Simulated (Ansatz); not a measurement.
Ideal-gas functions of `[AlH2][BH][Al]([Cl])[Br]` at 500 K and 1 bar, from an Ansatz frequency run at PBE0-D4/def2-TZVP.

Molar mass 183.16 g/mol, point group C1 (symmetry number 1), electronic degeneracy 1, moments of inertia 351.033, 643.203, 952.024 u Å². Harmonic wavenumbers (cm⁻¹, unscaled): 31, 62, 88, 122, 190, 197, 321, 327, 468, 540, 562, 646, 669, 737, 771, 1904, 1913, 2581.

Use S(trans) = R[1.5 ln M + 2.5 ln T − 1.1517]; rotational temperatures θ = 24.2544 K / I; S(rot) = R[ln(√π/σ · √(T³/θAθBθC)) + 1.5]; for each mode x = 1.438777 ν̃/T, S = R[x/(eˣ − 1) − ln(1 − e⁻ˣ)] and H = RT x/(eˣ − 1); 1 cm⁻¹ = 0.0119627 kJ/mol; R = 8.31446 J/(mol·K).

Question: By hand: the entropy, in J/(mol·K).

Answer: Translation 184.6. Rotation: θ = 0.0691, 0.0377, 0.0255 K, giving 134.7. Vibration, mode by mode: 28.41, 22.66, 19.76, 17.06, 13.44, 13.14, 9.26, 9.12, 6.44, 5.44, 5.17, 4.26, 4.04, 3.47, 3.21, 0.23, 0.22, 0.04, in all 165.4. Electronic 0.0. Sum 484.7 J/(mol·K).

Question: By hand: H − E and G − E in kJ/mol, counted from the electronic energy.

Answer: Zero-point energy ½ × 12129 × 0.0119627 = 72.5; thermal vibration 36.8; translation, rotation and pV give 4 RT = 16.6. H − E = 125.9 kJ/mol, and G − E = 125.9 − 500 × 484.7/1000 = -116.4 kJ/mol.

Vibration gives 34 % of the entropy, 87.9 J/(mol·K) of it from the modes under 150 cm⁻¹: soft modes count most, and the harmonic formula is weakest for them. The sum counts one conformer and one mirror image; others add a mixing term.
